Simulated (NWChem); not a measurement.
System: C₂H₅O, doublet; SMILES [CH](O)C

Here is an NWChem input.

```
start job
memory heap 200 mb stack 900 mb global 1100 mb
geometry units angstroms noautosym nocenter noautoz
  C     -0.216893    -1.220610    -0.007401
  C      0.492894     0.079832    -0.142557
  O     -0.280168     1.177710     0.165072
  H      0.405005    -2.034717    -0.394734
  H     -0.470962    -1.462183     1.040135
  H     -1.159293    -1.209231    -0.569718
  H      1.556617     0.153548     0.090802
  H      0.265234     1.974870     0.089954
end
basis spherical
  C library def2-svp
  O library def2-svp
  H library def2-svp
end
dft
  odft
  mult 2
  xc m06-2x
  iterations 150
end
cosmo
  do_cosmo_smd true
  solvent dioxane
end
task dft energy
```

NWChem printed, in part:

```
             Northwest Computational Chemistry Package (NWChem) 7.3.0
             --------------------------------------------------------

                             Geometry "geometry" -> ""
                             -------------------------

 Output coordinates in angstroms (scale by  1.889725989 to convert to a.u.)

  No.       Tag          Charge          X              Y              Z
 ---- ---------------- ---------- -------------- -------------- --------------
    1 C                    6.0000    -0.21689300    -1.22061000    -0.00740100
    2 C                    6.0000     0.49289400     0.07983200    -0.14255700
    3 O                    8.0000    -0.28016800     1.17771000     0.16507200
    4 H                    1.0000     0.40500500    -2.03471700    -0.39473400
    5 H                    1.0000    -0.47096200    -1.46218300     1.04013500
    6 H                    1.0000    -1.15929300    -1.20923100    -0.56971800
    7 H                    1.0000     1.55661700     0.15354800     0.09080200
    8 H                    1.0000     0.26523400     1.97487000     0.08995400

 Effective nuclear repulsion energy (a.u.)      74.7634297827

                                 NWChem DFT Module
                                 -----------------

 Summary of "ao basis" -> "ao basis" (spherical)
 ------------------------------------------------------------------------------
       Tag                 Description            Shells   Functions and Types
 ---------------- ------------------------------  ------  ---------------------
 C                          def2-svp                 6       14   3s2p1d
 O                          def2-svp                 6       14   3s2p1d
 H                          def2-svp                 3        5   2s1p

 in cosmo_initialize ...
 calling solv_data for solv:dioxane

 solvent parameters
 solvname_short: dioxane
 solvname_long:  1,4-dioxane
 dielec:        2.2099
 dielecinf:     2.0232
 nonaqueous SMD model solvent descriptors
 dielec:        2.2099
 sola:          0.0000
 solb:          0.6400
 solc:          0.0000
 solg:         47.1400
 solh:          0.0000
 soln:          1.4224

          ---------------
          -cosmo- solvent
          ---------------
 Cosmo: York-Karplus, doi: 10.1021/jp992097l
 dielectric constant -eps-     =   2.21
 screen = (eps-1)/(eps    )    =   0.54749
 surface charge correction     = lagrangian

   van der Waals surface
 --------------------------

 ---------- ATOMIC COORDINATES (A.U.) ------------ VDWR(ANG.) --
     1   -0.40986834   -2.30661844   -0.01398586     1.850
     2    0.93143460    0.15086061   -0.26939367     1.850
     3   -0.52944075    2.22554919    0.31194085     2.294
     4    0.76534847   -3.84505759   -0.74593910     1.200
     5   -0.88998913   -2.76312522    1.96557014     1.200
     6   -2.19074611   -2.28511525   -1.07661091     1.200
     7    2.94157960    0.29016365    0.17159090     1.200
     8    0.50121958    3.73196316    0.16998841     1.200
 number of segments per atom =        128
 number of   points per atom =        128
 atom (   nspa,  nppa )
 ----------------------
    1 (     52,     0 )       0
    2 (     33,     0 )       0
    3 (     97,     0 )       0
    4 (     54,     0 )       0
    5 (     53,     0 )       0
    6 (     51,     0 )       0
    7 (     49,     0 )       0
    8 (      1,     0 )       0
 number of -cosmo- surface points =      390
 molecular surface =     96.229 angstrom**2
 molecular volume  =     78.366 angstrom**3
 -lineq- algorithm             =   0
 -bem- low  level              =   3
 -bem- from -octahedral-
 gaussian surface charge width =   4.50000
 degree of switching           =   1.00000
 switching function tolerance  =   0.00010
 atomic radii =
 --------------
    1  6.000  1.850
    2  6.000  1.850
    3  8.000  2.294
    4  1.000  1.200
    5  1.000  1.200
    6  1.000  1.200
    7  1.000  1.200
    8  1.000  1.200
 ...... end of -cosmo- initialization ......

 nat:                     8
 ixmem:                  3618
 calling mnsol_interface()
 G(SMD-CDS) energy (kcal/mol)  =    -0.259
 SMD-CDS SASA (angstrom**2)    =   106.576

[...]

                                COSMO-SMD solvation results
                                ---------------------------

             internal energy in gas <Psi(g)|H|Psi(g)> =      -154.183836098067
         internal energy in solvent <Psi(s)|H|Psi(s)> =      -154.183710614421
                               delta internal energy  =         0.000125483646 (    0.08 kcal/mol)
   total free energy in solvent <Psi(s)|H+V/2|Psi(s)> =      -154.186608951037
 polarization energy contribution <Psi(s)|V/2|Psi(s)> =        -0.002898336616 (   -1.82 kcal/mol)
    total free energy in solvent including G(SMD-CDS) =      -154.187021816973
                       G(SMD-CDS) energy contribution =        -0.000412865936 (   -0.26 kcal/mol)
     1 M fixed-concentration free energy of solvation =        -0.003185718906 (   -2.00 kcal/mol)

                    DFT Final Alpha Molecular Orbital Analysis
                    ------------------------------------------

 Vector   11  Occ=1.000000D+00  E=-4.343400D-01
              MO Center= -3.4D-01, -1.9D-01,  1.3D-01, r^2= 2.5D+00
   Bfn.  Coefficient  Atom+Function         Bfn.  Coefficient  Atom+Function
  ----- ------------  ---------------      ----- ------------  ---------------
    34      0.415722  3 O  pz                 6     -0.301900  1 C  pz
    37      0.295700  3 O  pz                48     -0.234898  5 H  s
    53      0.233057  6 H  s                  9     -0.157867  1 C  pz
     4     -0.123519  1 C  px                49     -0.081457  5 H  s
    54      0.081232  6 H  s                 20      0.074346  2 C  pz

 Vector   12  Occ=1.000000D+00  E=-4.064268D-01
              MO Center=  1.2D-01,  3.0D-01,  2.1D-02, r^2= 2.2D+00
   Bfn.  Coefficient  Atom+Function         Bfn.  Coefficient  Atom+Function
  ----- ------------  ---------------      ----- ------------  ---------------
    32      0.392994  3 O  px                18     -0.302678  2 C  px
    58     -0.278716  7 H  s                 35      0.268973  3 O  px
     4      0.204539  1 C  px                31     -0.163927  3 O  s
    63      0.160330  8 H  s                  5      0.155125  1 C  py
    59     -0.137262  7 H  s                 53     -0.128781  6 H  s

 Vector   13  Occ=1.000000D+00  E=-2.197013D-01
              MO Center=  3.0D-01,  1.4D-01, -1.6D-01, r^2= 1.8D+00
   Bfn.  Coefficient  Atom+Function         Bfn.  Coefficient  Atom+Function
  ----- ------------  ---------------      ----- ------------  ---------------
    20      0.558284  2 C  pz                23      0.470720  2 C  pz
    34     -0.324170  3 O  pz                37     -0.310766  3 O  pz
    17     -0.254676  2 C  s                 49     -0.197774  5 H  s
    48     -0.169645  5 H  s                 54      0.123013  6 H  s
    59      0.109497  7 H  s                 53      0.105591  6 H  s

 Vector   14  Occ=0.000000D+00  E= 9.742060D-02
              MO Center=  6.2D-01,  1.5D+00,  7.6D-02, r^2= 4.1D+00
   Bfn.  Coefficient  Atom+Function         Bfn.  Coefficient  Atom+Function
  ----- ------------  ---------------      ----- ------------  ---------------
    64      1.201235  8 H  s                 31     -0.758662  3 O  s
    59      0.760949  7 H  s                  3     -0.668181  1 C  s
    17     -0.513353  2 C  s                 44      0.513020  4 H  s
    21     -0.429072  2 C  px                36     -0.266333  3 O  py
    49      0.225049  5 H  s                 35     -0.175393  3 O  px

 Vector   15  Occ=0.000000D+00  E= 1.346708D-01
              MO Center= -3.8D-01, -1.4D+00,  3.2D-02, r^2= 5.5D+00
   Bfn.  Coefficient  Atom+Function         Bfn.  Coefficient  Atom+Function
  ----- ------------  ---------------      ----- ------------  ---------------
     3      3.035508  1 C  s                 54     -1.275674  6 H  s
    49     -1.226295  5 H  s                 44     -1.191605  4 H  s
    17     -0.454113  2 C  s                 64      0.410454  8 H  s
    22      0.312470  2 C  py                21      0.230556  2 C  px
     8     -0.227182  1 C  py                 7     -0.201649  1 C  px

 Vector   16  Occ=0.000000D+00  E= 1.641790D-01
              MO Center=  9.0D-01, -5.1D-02, -8.4D-02, r^2= 5.7D+00
   Bfn.  Coefficient  Atom+Function         Bfn.  Coefficient  Atom+Function
  ----- ------------  ---------------      ----- ------------  ---------------
    59     -1.770083  7 H  s                 17      1.715895  2 C  s
    54      1.024265  6 H  s                  3     -0.875000  1 C  s
    64      0.597793  8 H  s                 44     -0.547262  4 H  s
    21      0.463417  2 C  px                 8     -0.455706  1 C  py
    31     -0.456774  3 O  s                  7      0.344837  1 C  px

                     DFT Final Beta Molecular Orbital Analysis
                     -----------------------------------------

 Vector   10  Occ=1.000000D+00  E=-4.457240D-01
              MO Center= -6.7D-02, -1.2D+00, -1.6D-01, r^2= 1.8D+00
   Bfn.  Coefficient  Atom+Function         Bfn.  Coefficient  Atom+Function
  ----- ------------  ---------------      ----- ------------  ---------------
    43      0.368285  4 H  s                  5     -0.330060  1 C  py
     4      0.269714  1 C  px                53     -0.188341  6 H  s
    33     -0.170667  3 O  py                44      0.157251  4 H  s
     8     -0.145632  1 C  py                31      0.131012  3 O  s
    19      0.126447  2 C  py                63     -0.125388  8 H  s

[...]
```

Level: M06-2X/def2-SVP, spin-unrestricted, SMD on the gas-phase geometry. All runs use the structure optimised with B3LYP/6-31G* (spherical d), spin-unrestricted. No stability test was run on the SCF state. Solvent: 1,4-dioxane.
